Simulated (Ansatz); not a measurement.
Mulliken charges of ClF$_{2}$H$_{2}$HfN (`[NH2][Hf]([F])([F])[Cl]`) from ωB97M-V/def2-TZVPP in Ansatz (PBE0-D4/def2-TZVP geometry).

```csv
atom,x (Å),y (Å),z (Å),charge (e)
N1,1.203,0.016,0.365,-0.402
Hf2,-0.739,-0.077,-0.137,1.071
F3,-1.733,0.583,1.342,-0.330
F4,-1.122,-1.889,-0.563,-0.329
Cl5,-1.155,1.275,-2.024,-0.266
H6,1.930,-0.594,0.017,0.128
H7,1.615,0.686,1.000,0.128
```

Task: By hand: the dipole of these point charges (1 e Å = 4.8032 D).

Result: Σ q r = (0.427, 0.013, 0.117) e Å, of length 0.443 e Å = 2.13 D.

Task: How does the dipole of the full density compare? (Best estimate.)

Result: Ansatz gave: (0.497, -0.042, 0.213) e Å, 2.61 D; the point charges give 0.82 times that, at 10° from its direction.

Point charges leave out the atoms' own dipoles, such as those of lone pairs, and Mulliken's split depends on the basis, so the two needn't agree.
